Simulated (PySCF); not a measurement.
trans-Hf(H2O)2Cl4 (singlet state).
Bonds: Hf1–O2, Hf1–O5, Hf1–Cl8, Hf1–Cl9, Hf1–Cl10, Hf1–Cl11. Hydrogens: H3, H4 on O2; H6, H7 on O5.

Computed, not measured: PBE0-D3(BJ)/def2-SVP geometry optimisation, gas phase, def2 core potentials past Kr (PySCF 2.14.0).

Task: How far are the bound atoms from Hf1?

Result: 6 atoms: O2 2.244 Å, O5 2.245 Å, Cl11 2.404 Å, Cl9 2.406 Å, Cl10 2.409 Å, Cl8 2.410 Å. The nearest atom not counted as bound is H3, at 2.87 Å (others tie with it).

Task: List the angles at Hf1.

Result: 
```csv
angle,degrees,distance of the outer atoms (Å)
O2–Hf1–O5,173.3,4.48
Cl8–Hf1–Cl9,150.1,4.65
Cl10–Hf1–Cl11,150.0,4.65
O5–Hf1–Cl9,110.9,3.83
O2–Hf1–Cl11,107.9,3.76
O2–Hf1–Cl10,102.1,3.62
O5–Hf1–Cl8,98.9,3.54
Cl8–Hf1–Cl11,94.2,3.53
Cl8–Hf1–Cl10,93.9,3.52
Cl9–Hf1–Cl11,93.8,3.51
Cl9–Hf1–Cl10,93.4,3.51
O5–Hf1–Cl11,75.1,2.84
O2–Hf1–Cl9,75.1,2.84
O2–Hf1–Cl8,75.0,2.84
O5–Hf1–Cl10,75.0,2.84
```

Task: Describe the arrangement about Hf1 in numbers.

Result: The three widest angles are 173.3°, 150.1° and 150.0°, the others run from 75.0° to 110.9°.

Task: What are the other bond lengths?

Result: O2–H3 and 3 like bonds 0.967 Å.

Point group: near C2, missed by 0.13 Å at most; the miss may be what the optimiser left on a soft mode. Charge 0, singlet. Not checked by PBE0-D3(BJ)/def2-SVP frequencies.
